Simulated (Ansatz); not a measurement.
A single point on ClGeH₃OSi, SMILES `[SiH3][O][Ge][Cl]`.

```yaml
crystal:
  periodic: [false, false, false]
  atoms:
    - {symbol: Si, position_ang: [0.184376, 0.664213, -0.614167]}
    - {symbol: O, position_ang: [0.434504, -0.959520, -0.413806]}
    - {symbol: Ge, position_ang: [0.076586, -2.215893, 0.776880]}
    - {symbol: Cl, position_ang: [-0.991826, -0.995069, 2.277557]}
    - {symbol: H, position_ang: [0.795867, 1.045421, -1.911263]}
    - {symbol: H, position_ang: [-1.268883, 0.965051, -0.643305]}
    - {symbol: H, position_ang: [0.830677, 1.427798, 0.482404]}
basis:
  gaussian: {orbitals: def2-TZVPP}
hamiltonian: {xc: pbe}
correlation: {method: rpa}
```

```sh
$ ansatz run in.yaml --threads 2 --pin off --events-out ev --progress --plain
```

Shortened log:

```
Functional definition: PBE
1242 factors; integrals over basis functions are off by at most 1.2e-3 eV
mean field evaluation 1: about -78990.7553 eV, gradient 7.0e1 eV
mean field evaluation 2: about -78990.7494 eV, gradient 7.0e1 eV
mean field evaluation 4: about -78996.2320 eV, gradient 3.1e1 eV
mean field evaluation 8: about -78998.8763 eV, gradient 4.5e-1 eV
mean field evaluation 16: about -78998.8759 eV, gradient 5.2e-4 eV
mean field -78998.87586723 eV, -2903.1551407593 hartree, gradient 9.4e-7 eV, S^2 0.000000; 0 other end points of the search recorded, 0 dependent functions left out
20 core orbitals not correlated: weight in the atoms' cores, before any rotation towards them, 1.000 or more for the frozen orbitals, at most 0.000 for the correlated occupied ones
reference -78927.00809824 eV, -2900.5140489628 hartree; 17, 17 occupied and 168, 168 virtual orbitals, 1242 factors
Total energy: -78961.31594791 eV, -2901.7748391834 hartree
```

It took 6.5 s on 2 threads of a server CPU on a shared host, with 0.4 GiB of host memory at the peak.
